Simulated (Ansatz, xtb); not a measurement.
**Two isomers of C4H11PSSi**

Structure a is `P[SiH]1CCSCC1`, a singlet and structure b is `C=C(C)S[Si@H](C)P`, a singlet. Both are isolated molecules in the gas phase, relaxed with PBE0-D3(BJ)/def2-SVP, each in the lowest conformer that the search found.

Which of the two would you expect CCSD(T)/def2-SVP + ΔMP2/def2-TZVPP electronic energies to favour?

Structure b; the calculation gives E(b) − E(a) = −2.2 kcal/mol.

How the difference moves with the method:

| level | geometry | E(b) − E(a) (kcal/mol) | departure from the last row (kcal/mol) | job, with rough time for the two |
| --- | --- | --- | --- | --- |
| GFN2-xTB | GFN2-xTB | +2.1 | +4.3 | optimisation, 1.2 s |
| HF/STO-3G | GFN2-xTB | +31.6 | +33.8 | single point, 0.88 s |
| r2SCAN-D4/def2-SVP | GFN2-xTB | +0.2 | +2.5 | single point, 10 s |
| PBE0-D3(BJ)/def2-SVP | PBE0-D3(BJ)/def2-SVP | +2.5 | +4.7 | optimisation, 2 min |
| HF/def2-SVP | PBE0-D3(BJ)/def2-SVP | −3.4 | −1.2 | part of the CCSD(T) run |
| MP2/def2-SVP | PBE0-D3(BJ)/def2-SVP | −0.2 | +2.0 | part of the CCSD(T) run |
| CCSD(T)/def2-SVP | PBE0-D3(BJ)/def2-SVP | −1.6 | +0.7 | single point |
| CCSD(T)/def2-SVP + ΔMP2/def2-TZVPP | PBE0-D3(BJ)/def2-SVP | −2.2 |  | single point, 3.3 min |

As drawn, b has 1 C=C, 1 S–Si in place of 1 C–Si, 1 C–C, 1 C–S. Structure a has a 6-membered ring, b no ring.

GFN2-xTB, HF/STO-3G, PBE0-D3(BJ)/def2-SVP put the two in the other order. r2SCAN-D4/def2-SVP, MP2/def2-SVP find them nearly level. The largest departure from CCSD(T)/def2-SVP + ΔMP2/def2-TZVPP is that of HF/STO-3G, 33.8 kcal/mol. The last row adds to CCSD(T) the change of the MP2 difference between the two basis sets, here −0.7 kcal/mol.

With thermal terms from frequencies at re-optimised GFN2-xTB minima (ideal gas, soft modes damped towards free rotors, one conformer each, 298.15 K, 1 atm): the zero-point term adds −2.5 kcal/mol; ΔH is −3.2 and ΔG −6.5 kcal/mol.

The correlated steps freeze 19 core orbitals. Mirror images aren't counted in ΔG. Codes used: Ansatz 0.2.0, xtb 6.7.1; the last row on 4 threads of Arm Neoverse N1 on a shared host.
